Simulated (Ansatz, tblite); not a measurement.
Removing and adding an electron: Zr3O7H2. Charge 0, multiplicity 1. Geometry: PBE0-D4/def2-SVP. Ansatz, gas phase; energy differences of separate SCF runs; the oxidised species was run as a doublet alone; the reduced species was run as a doublet alone.

```xyz
12

Zr   -0.381    1.087    1.748
Zr   -0.663   -0.235   -1.123
Zr    1.654   -1.036    0.689
O    -0.381    2.495    2.787
O     0.887    0.660   -0.094
O    -1.731    1.192    0.018
O    -1.005   -0.133   -3.015
O    -1.896   -0.168    0.570
O     0.852   -0.473    2.314
O     0.335   -1.828   -0.536
H    -1.191   -0.150   -3.954
H     3.521   -1.411    0.596
```

In the def2 sets Zr takes a core potential; there is no spin–orbit coupling. The xTB rows come from tblite. The structure holds one bond between oxygen atoms, so isomers without such links may lie far lower. HOMO above LUMO, or a gap near zero within one spin, warns that the state may not be the lowest or that an electron is smeared out. The structure comes from a short search, and lower isomers may exist.

```tsv
level	−HOMO (eV)	vertical IE (eV)	−LUMO (eV)	vertical EA (eV)	HOMO–LUMO gap (eV)	IE − EA (eV)	remarks
GFN2-xTB	10.67	13.56	7.76	5.34	2.91	8.22	–
PBE-D4/def2-TZVP	6.44	8.88	2.96	–	3.48	–	gap within one spin near zero (+1 doublet)
PBE0-D4/def2-SVP	7.84	–	2.07	0.67	5.76	–	HOMO above zero (-1 doublet)
PBE0-D4/def2-TZVP	7.85	9.51	2.13	–	5.71	–	–
```

Question: Estimate the rows for GFN1-xTB, PBE-D4/def2-SVP, B97M-V/def2-TZVP.

Answer: 
```csv
level,−HOMO (eV),vertical IE (eV),−LUMO (eV),vertical EA (eV),HOMO–LUMO gap (eV),IE − EA (eV),remarks
GFN1-xTB,11.38,13.90,8.62,6.10,2.76,7.80,–
PBE-D4/def2-SVP,6.40,–,2.88,0.84,3.52,–,HOMO above zero (-1 doublet)
B97M-V/def2-TZVP,6.83,9.17,2.89,–,3.94,–,gap within one spin near zero (+1 doublet)
```

   A HOMO above zero means that the electron is unbound at that level or that self-interaction error raises the level; the energy of removing that electron tells which. Raw xTB energy differences between charge states are shifted by several eV; the methods need an empirical correction for them. Sets without diffuse functions give affinities that are too small.
